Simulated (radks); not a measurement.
The numbers below are computed, except where a source is named.
Ionisation of neutral zinc, [Ar] 3d10 4s2, to Zn+, [Ar] 3d10 4s1, under several functionals. Dirac Kohn-Sham, spin-unpolarised, spherical densities, finite nucleus; a radial shooting solver on a logarithmic mesh with Libxc functionals.

functional  E(Zn) (hartree)  Exc (hartree)  IE (eV)  -e(HOMO) (eV)  <r> HOMO (bohr)  IE error (eV)
AM05            -1793.53531      -68.98937    9.847          5.941            2.647         +0.453
SOGGA           -1794.43649      -69.90438    9.765          5.879            2.649         +0.371
BLYP            -1796.45009      -71.94762    9.940          5.961            2.654         +0.546
OLYP            -1796.84359      -72.42618    9.487          5.639            2.691         +0.093

NIST Atomic Spectra Database: 9.394 eV (measured). Closest: OLYP. The Delta-SCF values span 0.45 eV, the total energies 3.31 hartree. The highest occupied level is 4s1/2. Spin polarisation and multiplet splitting are left out, so open shells lie too high by an amount that depends on their filling.

Beside tabulated values, note that spin-unpolarised runs miss the spin-polarisation part of the exchange energy of open shells.
